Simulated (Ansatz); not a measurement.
Basis-set series for C3H7NSi (`C[SiH2]C1=NC1`). Total charge 0; spin multiplicity 1. All single points use the PBE0-D4/def2-TZVP geometry. It is one conformer, not always the lowest.

| functional | basis | functions | energy (Eh) | HOMO (eV) | LUMO (eV) |
| --- | --- | --- | --- | --- | --- |
| PBE0-D4 | def2-SVP | 109 | -462.16675 | -7.41 | -0.75 |
| PBE0-D4 | def2-QZVPP | 508 | -462.48082 | -7.50 | -0.96 |
| ωB97M-V | def2-SVP | 109 | -462.37987 | -9.67 | 1.56 |
| ωB97M-V | def2-QZVPP | 508 | -462.70313 | -9.77 | 1.24 |

Question: Give the rows for def2-TZVPP. (An estimate is asked.)

Answer: The calculation gave: 
```json
{"functional": "PBE0-D4", "basis": "def2-TZVPP", "functions": "264", "energy (Eh)": "-462.46137", "HOMO (eV)": "-7.48", "LUMO (eV)": "-0.91"}
{"functional": "ωB97M-V", "basis": "def2-TZVPP", "functions": "264", "energy (Eh)": "-462.68492", "HOMO (eV)": "-9.76", "LUMO (eV)": "1.31"}
```

Positive LUMOs are unbound and depend on the basis.

Computed with Ansatz.
